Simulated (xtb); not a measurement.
Harmonic IR lines of one isomer of C$_{9}$H$_{10}$BNSi, unscaled. Level of theory: GFN2-xTB run with xtb 6.7.1.

wavenumber (cm⁻¹): 482 (vw), 564 (w), 570 (w), 619 (w), 629 (vw), 710 (w), 776 (s), 792 (m), 806 (s), 820 (m), 843 (vw), 1168 (vw), 1249 (m), 1356 (w), 1484 (w), 1543 (w), 1548 (w), 2242 (vs), 2273 (s), 2639 (m), 2711 (w), 3043 (w), 3058 (w), 3072 (w), 3088 (w)

Question: Which structure gives these lines?
A) `Bc1cc([SiH3])cc2ncccc12`
B) `Bc1ccc([SiH3])c2ncccc12`
C) `Bc1ccc([SiH3])c2cccnc12`
D) `Bc1cc2ncccc2cc1[SiH3]`

Answer: C, `Bc1ccc([SiH3])c2cccnc12`
